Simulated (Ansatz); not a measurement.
`[F][Ge][Br]` and `[OH][Ge][Br]` differ in one atom or group.

Ansatz, PBE0-D4/def2-TZVP geometries, multiplicity 1. Each molecule was computed in one conformer, which needn't be the lowest.

Scalar relativity is left out up to krypton.

| property | `[F][Ge][Br]` |
| --- | --- |
| LUMO energy (PBE/def2-TZVPP) / eV | -3.66 |
| HOMO–LUMO gap (PBE0/def2-TZVPP) / eV | 5.25 |
| LUMO energy (PBE0/def2-TZVPP) / eV | -2.93 |
| size of the dipole moment (ωB97M-V/def2-TZVPP) / D | 2.33 |
| HOMO energy (B3LYP/def2-TZVPP) / eV | -7.99 |
| zero-point energy (PBE0-D4/def2-TZVP) / kJ/mol | 6.9 |

(1) Give the same properties after the change, and the shifts. (Best estimate.)

## Answers

(1) Ansatz gave: 
```tsv
property	`[OH][Ge][Br]`	shift
LUMO energy (PBE/def2-TZVPP) / eV	-3.19	0.47
HOMO–LUMO gap (PBE0/def2-TZVPP) / eV	5.43	0.18
LUMO energy (PBE0/def2-TZVPP) / eV	-2.47	0.46
size of the dipole moment (ωB97M-V/def2-TZVPP) / D	1.01	-1.32
HOMO energy (B3LYP/def2-TZVPP) / eV	-7.70	0.29
zero-point energy (PBE0-D4/def2-TZVP) / kJ/mol	37.8	30.9
```

With PBE0 the HOMO rises by 0.29 eV and the LUMO rises by 0.46 eV, so the gap widens by about 0.17 eV. PBE moves the HOMO by 0.27 eV and ωB97M-V by 0.27 eV. The zero-point energy changes by 30.9 kJ/mol with +3 modes. Dipoles are sizes alone; their direction can turn.

B3LYP here is the variant with VWN-RPA as its local correlation; programs differ in this.

Spin–orbit coupling is left out; it splits and shifts lone-pair levels of the heavy atoms by tenths of an eV.
